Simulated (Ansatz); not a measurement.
All numbers were calculated with Ansatz.

A structure relaxed at PBE0-D4/def2-TZVP, charge 0, multiplicity 1:

```csv
atom,x (Å),y (Å),z (Å)
C1,0.436,-1.187,1.027
Si2,-0.023,-0.248,-0.526
O3,1.327,0.267,-1.353
Ga4,-1.204,1.828,-0.114
H5,-0.467,-1.515,1.550
H6,1.024,-2.079,0.793
H7,1.015,-0.563,1.711
H8,-0.807,-1.190,-1.388
H9,1.884,-0.403,-1.753
H10,-0.947,2.667,1.197
H11,-2.238,2.422,-1.143
```

(1) Give its formula and SMILES.

(2) Summarise the bond lengths by kind.

Answers

(1) CH7GaOSi, `C[SiH](O)[GaH2]`.

(2) 1 × C–Si 1.872 Å; 3 × C–H 1.092 to 1.094 Å; 1 × O–Si 1.664 Å; 1 × Ga–Si 2.424 Å; 1 × H–Si 1.498 Å; 1 × H–O 0.959 Å; 2 × Ga–H 1.575 to 1.578 Å.
